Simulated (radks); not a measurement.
The selenium anion Se2-, [Kr], held by a Watson sphere: a shell of charge +2 at radius R that stands for the Madelung well of a crystal (potential energy -2/R inside, -2/r outside, in hartree with lengths in bohr). All-electron calculation, scalar-relativistic Kohn-Sham, r2SCAN, spin-unpolarised, spherical densities, finite nucleus; meta-GGA in the generalised Kohn-Sham scheme; Fermi nuclear charge, rms radius of each element as measured or else 0.836 A^(1/3) + 0.57 fm. Program: a radial shooting solver on a logarithmic mesh with Libxc functionals.

| R (bohr) | e(3d) (eV) | e(4s) (eV) | e(4p) (eV) | <r> 4p (bohr) | sum of <r^2> (bohr^2) | X-ray form factor at sin(theta)/lambda = 0.1 1/angstrom |
|---|---|---|---|---|---|---|
| 2.87 | -51.671 | -17.235 | -6.982 | 2.439 | 58.69 | 32.467 |
| 3.01 | -51.513 | -16.909 | -6.718 | 2.472 | 59.99 | 32.416 |
| 3.15 | -51.359 | -16.602 | -6.458 | 2.503 | 61.27 | 32.368 |
| 3.75 | -50.718 | -15.470 | -5.422 | 2.624 | 66.50 | 32.193 |
| 3.77 | -50.697 | -15.437 | -5.390 | 2.628 | 66.66 | 32.188 |
| 4.25 | -50.211 | -14.714 | -4.670 | 2.710 | 70.58 | 32.080 |
